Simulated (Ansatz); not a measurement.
Reactions of C2H7GeNSi (`[SiH3]N=[C]1[CH2][GeH2]1`).

Program: Ansatz. Geometries: PBE0-D4/def2-TZVP. ΔE: electronic, gas phase. CCSD(T)/CBS is the MP2 limit (def2-TZVPP, def2-QZVPP) plus CCSD(T) − MP2 in def2-TZVPP, frozen cores. This one scheme is used for every species. Double bonds are as drawn, so ΔE can hold a change between cis and trans. For Ge, Se outer-core shells are correlated without core-valence functions, which leaves a few kJ/mol of doubt a bond. Scalar relativity is left out up to krypton. One conformer a species, not always the lowest.

```json
{"reaction": "`[SiH3]/N=[C]1/[CH2][GeH2]1` + `C=C(N)S` → `C=C(N)S[SiH3]` + `N=[C]1[CH2][GeH2]1`", "CCSD/CBS(def2) (eV)": "-0.11"}
{"reaction": "`[SiH3]/N=[C]1/[CH2][GeH2]1` + H–F → `F[SiH3]` + `N=[C]1[CH2][GeH2]1`", "CCSD/CBS(def2) (eV)": "-0.82"}
{"reaction": "`[SiH3]/N=[C]1/[CH2][GeH2]1` + `OC[SiH2]O` → `OC[SiH2]O[SiH3]` + `N=[C]1[CH2][GeH2]1`", "CCSD/CBS(def2) (eV)": "-0.66"}
{"reaction": "`[SiH3]/N=[C]1/[CH2][GeH2]1` + `N=CF` → `F/C=N/[SiH3]` + `N=[C]1[CH2][GeH2]1`", "CCSD/CBS(def2) (eV)": "0.03"}
{"reaction": "`[SiH3]/N=[C]1/[CH2][GeH2]1` + `ClCCl` → `[SiH3]C(Cl)Cl` + `N=[C]1[CH2][GeH2]1`", "CCSD/CBS(def2) (eV)": "0.63"}
{"reaction": "`[SiH3]/N=[C]1/[CH2][GeH2]1` + `N[SiH2][SeH]` → `N[SiH2][Se][SiH3]` + `N=[C]1[CH2][GeH2]1`", "CCSD/CBS(def2) (eV)": "-0.18"}
```

**Question.** Give the CCSD(T)/CBS values in the same order. (Estimate.)

**Answer.** The calculation gave: -0.11, -0.76, -0.60, 0.06, 0.63, -0.17 eV.

Largest T1 diagnostic: 0.014, for `[SiH3]/N=[C]1/[CH2][GeH2]1`.
